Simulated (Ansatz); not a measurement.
Start from `CCN(C)[SiH3]` and change one atom or group to get `CCN(C)BCl`.

Ansatz, PBE0-D4/def2-TZVP geometries, multiplicity 1. Each molecule was computed in one conformer, which needn't be the lowest.

```tsv
property	`CCN(C)[SiH3]`
size of the dipole moment (ωB97M-V/def2-TZVPP) / D	1.14
LUMO energy (PBE/def2-TZVPP) / eV	-0.20
HOMO energy (PBE/def2-TZVPP) / eV	-5.06
HOMO–LUMO gap (PBE0/def2-TZVPP) / eV	6.99
HOMO–LUMO gap (PBE/def2-TZVPP) / eV	4.86
LUMO energy (B3LYP/def2-TZVPP) / eV	0.42
```

What does the change do to each property? (Best estimate.)

The calculation gave: 
| property | `CCN(C)BCl` | shift |
| --- | --- | --- |
| size of the dipole moment (ωB97M-V/def2-TZVPP) / D | 2.79 | 1.65 |
| LUMO energy (PBE/def2-TZVPP) / eV | -0.72 | -0.52 |
| HOMO energy (PBE/def2-TZVPP) / eV | -6.13 | -1.07 |
| HOMO–LUMO gap (PBE0/def2-TZVPP) / eV | 7.60 | 0.61 |
| HOMO–LUMO gap (PBE/def2-TZVPP) / eV | 5.42 | 0.56 |
| LUMO energy (B3LYP/def2-TZVPP) / eV | 0.00 | -0.42 |

With PBE0 the HOMO falls by 1.04 eV and the LUMO falls by 0.43 eV, so the gap widens by about 0.61 eV. PBE moves the HOMO by -1.07 eV and ωB97M-V by -1.00 eV. Dipoles are sizes alone; their direction can turn.

Positive LUMOs are unbound, so they and the gaps depend on the basis.

B3LYP here is the variant with VWN-RPA as its local correlation; programs differ in this.
